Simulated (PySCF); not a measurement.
C3H11NSi2.
SMILES: `CN1[SiH2]CC[SiH2]1`

Closed-shell single points with PySCF (density fitting; grid level 2 and gas phase unless stated) on one GFN2-xTB geometry.

**Question.** Rank these settings by the number of (spherical) basis functions, lowest first.
A. HSE06/6-31++G**
B. PBE0/pcSseg-1
C. B97-D/3-21G
D. PBE0/6-31G*, energy threshold 1e-06 Eh, damping 0.1 at the start, DIIS from the seventh cycle
E. PBE0/def2-SVPD

**Answer.** C (84), D (114), B (171), A (182), E (216).

**Question.** Rank these settings by the LUMO energy, lowest first.
A. B97-D/3-21G
B. HSE06/6-31++G**
C. PBE0/6-31G*, energy threshold 1e-06 Eh, damping 0.1 at the start, DIIS from the seventh cycle
D. PBE0/pcSseg-1
E. LC-wPBE/pcSseg-1

**Answer.** B (-0.36 eV), A (0.42 eV), D (0.58 eV), C (0.80 eV), E (2.81 eV).

All figures of these runs:

| settings | basis functions | SCF cycles | E (Eh) | HOMO (eV) | LUMO (eV) | dipole (D) |
| --- | --- | --- | --- | --- | --- | --- |
| PBE0/pcSseg-1 | 171 | 12 | -754.2162 | -6.63 | 0.58 | 0.18 |
| B97-D/3-21G | 84 | 14 | -750.5236 | -4.73 | 0.42 | 0.32 |
| PBE0/6-31G*, energy threshold 1e-06 Eh, damping 0.1 at the start, DIIS from the seventh cycle | 114 | 13 | -754.2159 | -6.41 | 0.80 | 0.37 |
| HSE06/6-31++G** | 182 | 14 | -754.2811 | -6.18 | -0.36 | 0.35 |
| PBE0/def2-SVPD | 216 | 12 | -753.9638 | -6.64 | 0.33 | 0.28 |
| LC-wPBE/pcSseg-1 | 171 | 13 | -754.3940 | -9.32 | 2.81 | 0.13 |

B97-D ran without the empirical dispersion term, which would shift the total energy alone. Cycle counts include a coarse-grid stage where the run had one. All basis functions are spherical, in the Pople sets too.

One conformer stands for the species.
